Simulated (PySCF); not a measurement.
C6H6N, SMILES Nc1[c]cccc1, multiplicity 2. Geometry optimised at PBE-D3(BJ)/def2-SVP. The isomer is the one that the SMILES or the coordinates give; other isomers of the formula were not compared. Other conformers were not sampled.

Method: PBE-D3(BJ)/def2-SVP (PySCF).

Harmonic wavenumbers (cm⁻¹): 207, 340, 371, 394, 466, 506, 524, 608, 665, 709, 793, 817, 887, 942, 944, 1012, 1029, 1102, 1126, 1225, 1298, 1366, 1436, 1459, 1539, 1567, 1640, 3084, 3100, 3117, 3132, 3496, 3609. Rotational constants (GHz): 5.940, 2.542, 1.782; symmetry number 1.

**Question.** Work out the zero-point energy and the ideal-gas rigid-rotor harmonic-oscillator thermochemistry at 298.15 K and 1 atm.

**Answer.** ZPE = ½ Σ hcν = ½ × 44510 cm⁻¹ = 266.23 kJ/mol. H − E(el) = 284.34 kJ/mol. Entropy in J/(mol K): translation 165.16, rotation 112.47, vibration 40.31, spin 5.76, total 323.71. G − E(el) = 187.83 kJ/mol. Cp = 107.19 J/(mol K).
